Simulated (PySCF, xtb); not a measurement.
C4H2BrCl, SMILES C#C/C(Br)=C\Cl.

Harmonic wavenumbers (cm⁻¹) from GFN2-xTB (xtb) at its own minimum, in rising order: 100, 171, 177, 224, 264, 390, 480, 611, 655, 710, 776, 783, 1006, 1226, 1604, 2241, 3088, 3396.

Q: What does ωB97X-D3(BJ)/def2-SVP run with PySCF give at its own minimum? (An estimate is asked for; the answer gives what the named calculation found.)

A: 120, 192, 197, 265, 301, 454, 610, 728, 732, 751, 860, 862, 1069, 1310, 1708, 2270, 3260, 3484. Paired by order, the mean absolute difference is 71 cm⁻¹ and the zero-point energies are 25.6 and 27.4 kcal/mol.
